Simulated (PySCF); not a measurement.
ClFHNOW, SMILES [NH]=[W](=[O])([F])[Cl], multiplicity 1.

Geometry optimised at PBE-D3(BJ)/def2-SVP. The multiplicity is an assumed one; no other spin state was optimised. The structure was generated by enumeration; whether it is a known compound was not checked. The def2 effective core potentials stand for the cores of W; spin–orbit coupling is left out.

Level of theory: TDA-CAM-B3LYP/def2-SVPD in PySCF.

Vertical excitations. Isolated molecule, no solvent.

Computed excitation energies, oscillator strengths and character:
```csv
state,energy (eV),λ (nm),f,main pairs
S1,4.64,267,0.008,HOMO→LUMO 80 %
S2,4.77,260,0.003,"HOMO−1→LUMO 40 %, HOMO→LUMO+1 35 %, HOMO−1→LUMO+1 13 %"
S3,4.92,252,0.008,"HOMO−1→LUMO 52 %, HOMO→LUMO+1 38 %"
S4,5.52,225,0.001,HOMO→LUMO+2 74 %
S5,5.74,216,0.007,HOMO−2→LUMO 78 %
S6,5.83,213,0.011,"HOMO−1→LUMO+1 49 %, HOMO−1→LUMO+2 29 %"
S7,6.12,203,0.002,"HOMO→LUMO+3 52 %, HOMO−1→LUMO+2 22 %, HOMO−2→LUMO+1 8 %"
S8,6.20,200,0.005,"HOMO−3→LUMO 46 %, HOMO−2→LUMO+1 17 %, HOMO−4→LUMO 10 %"
S9,6.46,192,0.013,"HOMO−1→LUMO+3 20 %, HOMO−1→LUMO+2 16 %, HOMO→LUMO+3 15 %, HOMO→LUMO+2 8 %"
S10,6.56,189,0.002,"HOMO−3→LUMO+1 28 %, HOMO−4→LUMO+1 23 %, HOMO−2→LUMO+1 16 %, HOMO−4→LUMO 11 %"
T1,3.95,314,0,HOMO→LUMO 78 %
T2,4.31,288,0,"HOMO→LUMO+1 53 %, HOMO−1→LUMO 31 %"
T3,4.42,280,0,"HOMO−1→LUMO+1 57 %, HOMO−1→LUMO+2 18 %"
T4,4.60,270,0,"HOMO−1→LUMO 57 %, HOMO→LUMO+1 26 %"
```
Triplets are in the Tamm–Dancoff approximation.
